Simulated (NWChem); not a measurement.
**Lowest excitation of HIn**

```xyz
2

In     0.0000     0.0000     0.0373
H      0.0000     0.0000    -1.8257
```
Charge 0, spin multiplicity 1.

Everything below was run with NWChem. Structure: optimised with PBE0/def2-SVP with def2 effective core potentials on In, a minimum by its harmonic frequencies.

Basis set: def2-SVPD.

```
method    lowest vertical singlet excitation energy (eV)  relative cost  difference from EOM-CCSD
--------  ----------------------------------------------  -------------  ------------------------
CIS                                                 3.03              1                     +0.18
TD-PBE                                              2.65        under 3                     -0.19
TDA-PBE0                                            2.85        under 3                     +0.01
TD-B3LYP                                            2.73        under 3                     -0.11
EOM-CCSD                                            2.84             10                      0.00
```

The values span 0.38 eV, from TD-PBE (lowest) to CIS (highest). The cost column gives rough processor time relative to CIS; each entry includes its own SCF.

Effective core potentials replace the inner electrons of In; spin-orbit coupling is left out. The correlated methods keep 4 core orbitals frozen. B3LYP has NWChem's definition, with VWN1-RPA local correlation. The structure started from a generated list of species. No row is a measurement; the coupled-cluster row has its own basis-set and correlation limits.
